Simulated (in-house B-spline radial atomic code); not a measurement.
Orbital energies and mean radii along the 14-electron series, configuration 1s2 2s2 2p6 3s2 3p1/2(2). The effective charge is n√(-2ε), a non-relativistic measure. Computed with a B-spline radial code for spherical atoms: Dirac-Hartree-Fock, jj configuration that fills j = l - 1/2 first, finite nuclei.

```json
{"ion": "Se20+", "Z": "34", "energy of 3p1/2 (Eh)": "-30.951", "mean radius of 3p1/2 (bohr)": "0.47665", "energy of 1s1/2 (Eh)": "-499.09", "mean radius of 1s1/2 (bohr)": "0.044051", "effective charge of 3p1/2": "23.603"}
{"ion": "Br21+", "Z": "35", "energy of 3p1/2 (Eh)": "-33.708", "mean radius of 3p1/2 (bohr)": "0.45821", "energy of 1s1/2 (Eh)": "-531.73", "mean radius of 1s1/2 (bohr)": "0.042718", "effective charge of 3p1/2": "24.632"}
{"ion": "Kr22+", "Z": "36", "energy of 3p1/2 (Eh)": "-36.584", "mean radius of 3p1/2 (bohr)": "0.4411", "energy of 1s1/2 (Eh)": "-565.46", "mean radius of 1s1/2 (bohr)": "0.041457", "effective charge of 3p1/2": "25.662"}
{"ion": "Rb23+", "Z": "37", "energy of 3p1/2 (Eh)": "-39.58", "mean radius of 3p1/2 (bohr)": "0.42519", "energy of 1s1/2 (Eh)": "-600.3", "mean radius of 1s1/2 (bohr)": "0.040265", "effective charge of 3p1/2": "26.691"}
{"ion": "Sr24+", "Z": "38", "energy of 3p1/2 (Eh)": "?", "mean radius of 3p1/2 (bohr)": "?", "energy of 1s1/2 (Eh)": "?", "mean radius of 1s1/2 (bohr)": "?", "effective charge of 3p1/2": "?"}
{"ion": "Zr26+", "Z": "40", "energy of 3p1/2 (Eh)": "-49.289", "mean radius of 3p1/2 (bohr)": "0.38349", "energy of 1s1/2 (Eh)": "-711.48", "mean radius of 1s1/2 (bohr)": "0.03704", "effective charge of 3p1/2": "29.786"}
{"ion": "Nb27+", "Z": "41", "energy of 3p1/2 (Eh)": "-52.768", "mean radius of 3p1/2 (bohr)": "0.37128", "energy of 1s1/2 (Eh)": "-750.79", "mean radius of 1s1/2 (bohr)": "0.036068", "effective charge of 3p1/2": "30.819"}
{"ion": "Mo28+", "Z": "42", "energy of 3p1/2 (Eh)": "-56.369", "mean radius of 3p1/2 (bohr)": "0.35978", "energy of 1s1/2 (Eh)": "-791.24", "mean radius of 1s1/2 (bohr)": "0.035142", "effective charge of 3p1/2": "31.854"}
{"ion": "Tc29+", "Z": "43", "energy of 3p1/2 (Eh)": "-60.094", "mean radius of 3p1/2 (bohr)": "0.34895", "energy of 1s1/2 (Eh)": "-832.83", "mean radius of 1s1/2 (bohr)": "0.034258", "effective charge of 3p1/2": "32.889"}
{"ion": "Ru30+", "Z": "44", "energy of 3p1/2 (Eh)": "-63.943", "mean radius of 3p1/2 (bohr)": "0.33871", "energy of 1s1/2 (Eh)": "-875.58", "mean radius of 1s1/2 (bohr)": "0.033413", "effective charge of 3p1/2": "33.926"}
{"ion": "Rh31+", "Z": "45", "energy of 3p1/2 (Eh)": "-67.917", "mean radius of 3p1/2 (bohr)": "0.32902", "energy of 1s1/2 (Eh)": "-919.49", "mean radius of 1s1/2 (bohr)": "0.032604", "effective charge of 3p1/2": "34.964"}
{"ion": "Pd32+", "Z": "46", "energy of 3p1/2 (Eh)": "-72.016", "mean radius of 3p1/2 (bohr)": "0.31984", "energy of 1s1/2 (Eh)": "-964.57", "mean radius of 1s1/2 (bohr)": "0.03183", "effective charge of 3p1/2": "36.004"}
{"ion": "Ag33+", "Z": "47", "energy of 3p1/2 (Eh)": "-76.242", "mean radius of 3p1/2 (bohr)": "0.31112", "energy of 1s1/2 (Eh)": "-1010.82", "mean radius of 1s1/2 (bohr)": "0.031088", "effective charge of 3p1/2": "37.045"}
{"ion": "Cd34+", "Z": "48", "energy of 3p1/2 (Eh)": "-80.595", "mean radius of 3p1/2 (bohr)": "0.30283", "energy of 1s1/2 (Eh)": "-1058.27", "mean radius of 1s1/2 (bohr)": "0.030376", "effective charge of 3p1/2": "38.088"}
{"ion": "In35+", "Z": "49", "energy of 3p1/2 (Eh)": "-85.077", "mean radius of 3p1/2 (bohr)": "0.29494", "energy of 1s1/2 (Eh)": "-1106.91", "mean radius of 1s1/2 (bohr)": "0.029692", "effective charge of 3p1/2": "39.133"}
{"ion": "Sn36+", "Z": "50", "energy of 3p1/2 (Eh)": "?", "mean radius of 3p1/2 (bohr)": "?", "energy of 1s1/2 (Eh)": "?", "mean radius of 1s1/2 (bohr)": "?", "effective charge of 3p1/2": "?"}
{"ion": "Sb37+", "Z": "51", "energy of 3p1/2 (Eh)": "?", "mean radius of 3p1/2 (bohr)": "?", "energy of 1s1/2 (Eh)": "?", "mean radius of 1s1/2 (bohr)": "?", "effective charge of 3p1/2": "?"}
{"ion": "Te38+", "Z": "52", "energy of 3p1/2 (Eh)": "-99.301", "mean radius of 3p1/2 (bohr)": "0.27338", "energy of 1s1/2 (Eh)": "-1260.14", "mean radius of 1s1/2 (bohr)": "0.027792", "effective charge of 3p1/2": "42.278"}
```

**Question.** Fill in the row of Sr24+.

**Answer.** energy of 3p1/2 (Eh): -42.695; mean radius of 3p1/2 (bohr): 0.41036; energy of 1s1/2 (Eh): -636.24; mean radius of 1s1/2 (bohr): 0.039134; effective charge of 3p1/2: 27.722.

**Question.** Fill in the row of Sn36+.

**Answer.** energy of 3p1/2 (Eh): -89.687; mean radius of 3p1/2 (bohr): 0.28742; energy of 1s1/2 (Eh): -1156.77; mean radius of 1s1/2 (bohr): 0.029034; effective charge of 3p1/2: 40.179.

**Question.** Fill in the row of Sb37+.

**Answer.** energy of 3p1/2 (Eh): -94.428; mean radius of 3p1/2 (bohr): 0.28024; energy of 1s1/2 (Eh): -1207.84; mean radius of 1s1/2 (bohr): 0.028401; effective charge of 3p1/2: 41.228.

**Question.** How does the screening of 3p1/2 change?

**Answer.** Z less the effective charge goes from 10.40 at Z = 34 to 9.72 at Z = 52.
